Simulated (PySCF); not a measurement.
## Mayer bond orders and bond lengths

Compound: C4H11NOSSi.
Numbering: `[O:1]=[S@@:2]1[CH2:3][CH2:4][C@@H:5]([NH:6][SiH3:7])[CH2:8]1` (hydrogens: H9, H10 on C3; H11, H12 on C4; H13 on C5; H14 on N6; H15, H16, H17 on Si7; H18, H19 on C8)

Structure used (GFN2-xTB), in Å, numbered top down from 1:
```
atom  x, y, z in Å
O1    -2.640    0.148    2.210
S2    -2.577    0.432    0.777
C3    -1.922   -1.133   -0.015
C4    -0.559   -0.830   -0.601
C5     0.089    0.218    0.317
N6     1.334    0.744   -0.167
Si7    2.868    0.060    0.208
C8    -0.971    1.301    0.475
H9    -1.871   -1.855    0.797
H10   -2.645   -1.465   -0.756
H11    0.061   -1.724   -0.666
H12   -0.655   -0.408   -1.605
H13    0.281   -0.235    1.295
H14    1.222    1.211   -1.055
H15    2.937    0.010    1.667
H16    3.819    0.987   -0.399
H17    3.079   -1.298   -0.321
H18   -0.779    1.973    1.308
H19   -1.083    1.873   -0.446
```

Bond orders from the PBE0/pcSseg-1 density (PySCF). Isolated species at its GFN2-xTB geometry (one conformer only).

How far do the computed orders between heavy atoms stray from the drawn ones?

The largest departure is 0.468, at O1–S2 (drawn double, 1.532). Drawn single, order below 0.88: S2–C3 (0.869). Drawn double or triple, more than 0.30 short of the drawn order: O1–S2 (1.532).

Set the Mayer orders of the bonds beside their lengths.

```json
{"bond": "O1–S2", "drawn as": "double", "length (Å)": "1.463", "Mayer order": "1.532"}
{"bond": "S2–C3", "drawn as": "single", "length (Å)": "1.872", "Mayer order": "0.869"}
{"bond": "C3–C4", "drawn as": "single", "length (Å)": "1.514", "Mayer order": "1.027"}
{"bond": "C4–C5", "drawn as": "single", "length (Å)": "1.536", "Mayer order": "0.986"}
{"bond": "C5–N6", "drawn as": "single", "length (Å)": "1.435", "Mayer order": "0.944"}
{"bond": "N6–Si7", "drawn as": "single", "length (Å)": "1.721", "Mayer order": "0.993"}
{"bond": "C5–C8", "drawn as": "single", "length (Å)": "1.524", "Mayer order": "0.986"}
{"bond": "C8–S2", "drawn as": "single", "length (Å)": "1.851", "Mayer order": "0.885"}
{"bond": "C3–H9", "drawn as": "single", "length (Å)": "1.088", "Mayer order": "0.928"}
{"bond": "C3–H10", "drawn as": "single", "length (Å)": "1.087", "Mayer order": "0.939"}
{"bond": "C4–H11", "drawn as": "single", "length (Å)": "1.091", "Mayer order": "0.943"}
{"bond": "C4–H12", "drawn as": "single", "length (Å)": "1.093", "Mayer order": "0.945"}
{"bond": "C5–H13", "drawn as": "single", "length (Å)": "1.094", "Mayer order": "0.926"}
{"bond": "N6–H14", "drawn as": "single", "length (Å)": "1.009", "Mayer order": "0.929"}
{"bond": "Si7–H15", "drawn as": "single", "length (Å)": "1.461", "Mayer order": "0.936"}
{"bond": "Si7–H16", "drawn as": "single", "length (Å)": "1.460", "Mayer order": "0.948"}
{"bond": "Si7–H17", "drawn as": "single", "length (Å)": "1.473", "Mayer order": "0.893"}
{"bond": "C8–H18", "drawn as": "single", "length (Å)": "1.087", "Mayer order": "0.934"}
{"bond": "C8–H19", "drawn as": "single", "length (Å)": "1.090", "Mayer order": "0.932"}
```

Bonds between the same two heavy elements. C–S: all 2 within 0.02 of one another (0.869 to 0.885). C–C: lowest C4–C5 and C5–C8 (0.986, 1.536 Å), highest C3–C4 (1.027, 1.514 Å). Bonds named together lie within 0.004.

Sum the orders of all bonds at each heavy atom with more than one neighbour and set the sums beside the valence in the SMILES.

S2 3.286 (drawn 4), C3 3.763 (drawn 4), C4 3.901 (drawn 4), C5 3.842 (drawn 4), N6 2.866 (drawn 3), Si7 3.770 (drawn 4), C8 3.737 (drawn 4). Orders between atoms that aren't bonded are not in these sums.

Mayer orders depend on the basis set.
